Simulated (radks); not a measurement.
Isoelectronic series with 8 electrons, each ion in its NIST ground configuration. Method: non-relativistic Kohn-Sham, PBEsol, spin-unpolarised, spherical densities, point nucleus; computed with a radial shooting solver on a logarithmic mesh with Libxc functionals. Total energies (hartree) and screening constants sigma, defined by e = -(Z - sigma)^2 / (2 n^2) hartree (* marks an orbital that is empty in some or all of the ions):

| ion | configuration | E (hartree) | 3s* | 2p | 2s | 1s |
|---|---|---|---|---|---|---|
| Al5+ | [He] 2s2 2p4 | -229.57912 | 6.440 | 5.809 | 5.116 | 2.047 |
| Ar10+ | [He] 2s2 2p4 | -472.08540 | 6.274 | 5.694 | 5.037 | 2.109 |
| V15+ | [He] 2s2 2p4 | -802.12096 | 6.200 | 5.643 | 4.999 | 2.140 |
| Ni20+ | [He] 2s2 2p4 | -1219.66834 | 6.159 | 5.613 | 4.976 | 2.158 |
| As25+ | [He] 2s2 2p4 | -1724.72166 | 6.132 | 5.594 | 4.961 | 2.171 |
| Sr30+ | [He] 2s2 2p4 | -2317.27841 | 6.113 | 5.580 | 4.951 | 2.180 |
| Tc35+ | [He] 2s2 2p4 | -2997.33730 | 6.099 | 5.570 | 4.943 | 2.186 |
| Cd40+ | [He] 2s2 2p4 | -3764.89763 | 6.088 | 5.562 | 4.937 | 2.191 |
| I45+ | [He] 2s2 2p4 | -4619.95897 | 6.080 | 5.556 | 4.932 | 2.195 |
| Ce50+ | [He] 2s2 2p4 | -5562.5210 | 6.073 | 5.551 | 4.928 | 2.199 |
| Eu55+ | [He] 2s2 2p4 | -6592.5837 | 6.067 | 5.547 | 4.925 | 2.202 |
